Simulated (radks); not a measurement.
Coulomb parameter of the 4d shell of the molybdenum ion Mo2+ in the model configuration [Kr] 4d3 5s1, as a second difference U = [E(n + 0.5) + E(n - 0.5) - 2 E(n)] / (0.5)^2 with all orbitals relaxed. "Bare": the charge of the atom changes with n. "Screened": the 5s shell takes up the change at fixed total charge, which measures U(4d,4d) + U(5s,5s) - 2 U(4d,5s). Calculated with a radial shooting solver on a logarithmic mesh with Libxc functionals: scalar-relativistic Kohn-Sham, PBE, spin-unpolarised, spherical densities, point nucleus.

case	configuration	E - E(n) (eV)
start	[Kr] 4d3 5s1	0.000
bare +0.5	[Kr] 4d3.5 5s1	-10.440
bare -0.5	[Kr] 4d2.5 5s1	13.391
screened +0.5	[Kr] 4d3.5 5s0.5	-2.101
screened -0.5	[Kr] 4d2.5 5s1.5	2.480

U(bare) = 11.802 eV, U(screened by 5s) = 1.516 eV, against the Slater integral F0(4d,4d) = 14.879 eV with frozen orbitals.
